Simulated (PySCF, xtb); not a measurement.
germanium monotelluride (GeTe), SMILES [Ge]=[Te] (connectivity only; charge and spin as stated), neutral, multiplicity 1.

GFN2-xTB in xtb 6.7.1 at its own geometry gives an orbital gap of 2.54 eV and a dipole moment of 2.75 D.

Coordinates come from a PBE0-D3(BJ)/def2-TZVP optimisation. The def2 effective core potentials stand for the cores of Te; spin–orbit coupling is left out.

### Question
What does PBE/def2-TZVPD (PySCF) give? (The exact figures need the calculation; the answer reports its results.)

### Answer
gap 2.93 eV (levels -6.21 and -3.28 eV), dipole 1.01 D.
